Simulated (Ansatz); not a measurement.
The cluster Mg₂I₃. Charge 0, multiplicity 2. Geometry PBE-D4/def2-SVP; atoms count from 1.

```csv
atom,x (Å),y (Å),z (Å)
Mg1,-0.090,-0.359,-2.813
Mg2,0.204,0.339,2.809
I3,0.148,0.684,5.385
I4,-0.438,-0.639,-5.375
I5,0.177,-0.025,-0.006
```

In the def2 sets I takes a core potential; there is no spin–orbit coupling. Another isomer (doublet) lies 1.36 eV lower at PBE0-D4/def2-TZVP; other spin states weren't run for this one.

Estimate the Mulliken populations from the PBE0/def2-TZVP orbitals of Ansatz.


| atom | charge (e) | spin (α − β) |
| --- | --- | --- |
| Mg1 | 0.47 | 0.48 |
| Mg2 | 0.47 | 0.48 |
| I3 | -0.39 | 0.05 |
| I4 | -0.39 | 0.05 |
| I5 | -0.17 | -0.07 |
Mulliken values and Mayer orders depend strongly on the basis.

Where does the spin sit?

Summed by element: Mg 0.96, I 0.04, of 1 unpaired in all. Largest on single atoms: Mg1 0.48, Mg2 0.48, I5 -0.07.

And the Mayer bond orders between bonded heavy atoms (over 0.3)?

Mg1–I4 0.95 (2.60 Å); Mg1–I5 0.61 (2.84 Å); Mg2–I3 0.95 (2.60 Å); Mg2–I5 0.61 (2.84 Å).
